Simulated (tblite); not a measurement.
Compound: C₅H₅NO₂Si.
Geometry (GFN2-xTB, Å), atoms numbered from 1 in this order:
```xyz
14
C5H5NO2Si angstrom
N      2.7979    1.4713   -2.0523
C      2.4783    0.8426   -1.1496
Si     1.9442   -0.1799    0.3249
C      0.0704   -0.1426    0.2081
C     -0.7886    0.4191   -0.6442
C     -2.1859    0.1008   -0.2232
O     -2.0458   -0.6879    0.9396
C     -0.7335   -0.8540    1.2264
O     -0.3294   -1.4843    2.1638
H      2.4555   -1.5352    0.1327
H      2.4085    0.5057    1.5288
H     -0.5719    1.0146   -1.5116
H     -2.7668    0.9988    0.0171
H     -2.7336   -0.4693   -0.9827
```

Level: GFN2-xTB in tblite, geometry and Hessian alike; calculated harmonic values, unscaled, isolated species. The method is semi-empirical: single wavenumbers can be off by several per cent or more. Modes of hydrogen on silicon can be 10 to 20 % off. One conformer, not necessarily the lowest.

Harmonic wavenumbers (cm⁻¹): 27.7, 63.6, 142.0, 142.7, 221.1, 261.3, 318.7, 337.5, 438.9, 487.8, 523.3, 553.7, 613.0, 697.6, 701.3, 711.4, 738.6, 795.0, 808.3, 946.4, 972.4, 1019.0, 1089.4, 1115.0, 1117.9, 1217.9, 1257.2, 1426.9, 1646.7, 1788.0, 2290.6, 2291.4, 2355.4, 2907.4, 2936.2, 3144.4.

A = 2793, B = 904.4, C = 691.9 MHz; mass 139.009 u (most abundant isotopes); point group Cs, symmetry number 1.

What is the zero-point energy?

½Σν̃ = 19053 cm⁻¹ = 227.92 kJ/mol.

Give the ideal-gas entropy at 298.15 K and 1 bar in the rigid-rotor, harmonic-oscillator model (classical rotation).

Translation 170.40, rotation 123.84, vibration 114.11: S = 408.3 J/(mol K).

And Cp and H(298.15 K) − H(0)?

Cp = 148.97 J/(mol K), of which vibrations give 115.71 (their classical limit is 36 R = 299.3); H(298.15 K) − H(0) = 27.38 kJ/mol without the zero-point energy, 17.46 from vibrations.

Blend soft modes into free rotors: weight 1/[1 + (100 cm⁻¹/ν̃)⁴] for the oscillator and the rest for a rotor with moment μB/(μ + B), μ = h/(8π²ν), B = 10⁻⁴⁴ kg m². What vibrational entropy results?

102.30 J/(mol K) in place of 114.11, which changes −T·S at 298.15 K by +3.52 kJ/mol.

What must be added to the electronic energy to get the Gibbs energy at 298.15 K and 1 bar?

ZPE + [H(298.15 K) − H(0)] − T·S = 227.92 + 27.38 − 121.75 = 133.55 kJ/mol.

Hindered rotation and anharmonicity are outside this model. Other conformers, if any are populated, would add a mixing term that is left out.
